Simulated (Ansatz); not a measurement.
Ideal-gas functions of Cl2FISi, SMILES `F[Si](Cl)(Cl)I` at 400 K and 1 bar, from an Ansatz frequency run at PBE0-D4/def2-TZVP.

Molar mass 244.89 g/mol, point group Cs (symmetry number 1), electronic degeneracy 1, moments of inertia 278.649, 627.656, 736.882 u Å². Harmonic wavenumbers (cm⁻¹, unscaled): 121, 135, 202, 212, 261, 372, 561, 628, 931.

Use S(trans) = R[1.5 ln M + 2.5 ln T − 1.1517]; rotational temperatures θ = 24.2544 K / I; S(rot) = R[ln(√π/σ · √(T³/θAθBθC)) + 1.5]; for each mode x = 1.438777 ν̃/T, S = R[x/(eˣ − 1) − ln(1 − e⁻ˣ)] and H = RT x/(eˣ − 1); 1 cm⁻¹ = 0.0119627 kJ/mol; R = 8.31446 J/(mol·K).

Problem. By hand: the entropy, in J/(mol·K).

Solution. Translation 183.6. Rotation: θ = 0.087, 0.0386, 0.0329 K, giving 129.8. Vibration, mode by mode: 15.30, 14.40, 11.15, 10.77, 9.14, 6.49, 3.76, 3.11, 1.31, in all 75.4. Electronic 0.0. Sum 388.8 J/(mol·K).

Problem. By hand: H − E and G − E in kJ/mol, counted from the electronic energy.

Solution. Zero-point energy ½ × 3423 × 0.0119627 = 20.5; thermal vibration 15.6; translation, rotation and pV give 4 RT = 13.3. H − E = 49.4 kJ/mol, and G − E = 49.4 − 400 × 388.8/1000 = -106.1 kJ/mol.

Vibration gives 19 % of the entropy, 29.7 J/(mol·K) of it from the modes under 150 cm⁻¹: soft modes count most, and the harmonic formula is weakest for them.
